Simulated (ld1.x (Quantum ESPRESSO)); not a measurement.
# Be (Z = 4), RRKJ: configuration errors across variants

```json
{
 "Element": "beryllium (Be)",
 "Generator": "ld1.x (Quantum ESPRESSO) 7.5",
 "Type": "norm-conserving RRKJ (Kleinman–Bylander form)",
 "Functional": "PBE",
 "Relativity": "scalar-relativistic",
 "Frozen core": "none",
 "Valence charge": "4",
 "Reference configuration": "1s2 2s2 2p0",
 "Partial waves": "2p (bound, empty): rc 4.05 bohr; 1s (bound): rc 0.45 bohr",
 "Local potential": "the s channel",
 "Core correction": "none"
}
```

Occupied shells without a wave of their own: 2s. They enter only through the test configuration that unscreens the potential.

All-electron excitation energies from the reference (eV): (1) 1s2 2s1 2p0 9.551; (2) 1s2 2s0 2p0 27.499; (3) 1s2 2s1.5 2p0 3.761; (4) 1s2 2s1 2p1 3.612; (5) 1s1 2s2 2p0 128.282; (6) 1s2 2s0 2p1 13.460; (7) 1s2 2s0 2p2 7.251.

For the base: The 2s level has no wave, so the channel is fitted at the deeper level alone: the likely source of the large errors.

Tests that are not counted but printed errors over 1 eV. “wave 2p (bound): rc 4.05 bohr becomes 2p (bound): rc 4.36 bohr”: 1s2 2s0 2p1 (solver errors, printed error -4.1 eV); 1s2 2s0 2p2 (solver errors, printed error -14.3 eV). “all radii scaled by about 1.21 (s 0.54, p 4.90 bohr)”: 1s2 2s0 2p1 (solver errors, printed error -8.9 eV); 1s2 2s0 2p2 (solver errors, printed error -14.2 eV). “wave 1s (bound): rc 0.45 bohr becomes 1s (bound): rc 0.34 bohr”: 1s2 2s0 2p2 (solver errors, printed error -14.4 eV); 1s2 2s0 2p1 (solver errors, printed error -4.2 eV); 1 more. “all radii scaled by about 0.90 (s 0.40, p 3.64 bohr)”: 1s2 2s0 2p1 (solver errors, printed error -4.1 eV); 1s2 2s0 2p2 (solver errors, printed error -14.3 eV).

3 further variants failed, have other tests or another functional or relativity, and are left out.

A true bound ghost makes a file unfit for plane-wave use even where its test errors are small: the radial tests pick states by their node count and pass the ghost by. Where a test does run into it, the solver fails or the error is huge.

Errors AE − PS in meV (a dash: test not solved or not reliable):

```tsv
change	(1)	(2)	(3)	(4)	(5)	(6)	(7)	bound ghosts
base	+29	+80	+12	+8.9	+94	+655	+78	none
wave 1s (bound): rc 0.45 bohr becomes 1s (bound): rc 0.58 bohr	+94	+261	+40	+44	+247	+274	+65	none
wave 2p (bound): rc 4.05 bohr becomes 2p (bound): rc 4.36 bohr	+29	+80	+12	+11	+94	–	–	none
all radii scaled by about 1.21 (s 0.54, p 4.90 bohr)	+66	+184	+28	+21	+187	–	–	none
wave 1s (bound): rc 0.45 bohr becomes 1s (bound): rc 0.34 bohr	+7.1	+20	+3.0	–	+20	–	–	p
wave 1s (bound): rc 0.45 bohr becomes 1s (bound): rc 0.66 bohr	+166	+459	+70	+96	+384	+240	+157	none
all radii scaled by about 0.90 (s 0.40, p 3.64 bohr)	+16	+44	+6.7	+8.3	+54	–	–	none
```

Question: Give the same row for: type TM; local potential all-electron potential smoothed inside 2.60 bohr (lloc = -2).

Answer: +2795, +7399, +1188, +1992, -1025, +5284, +4018; bound ghosts: none.
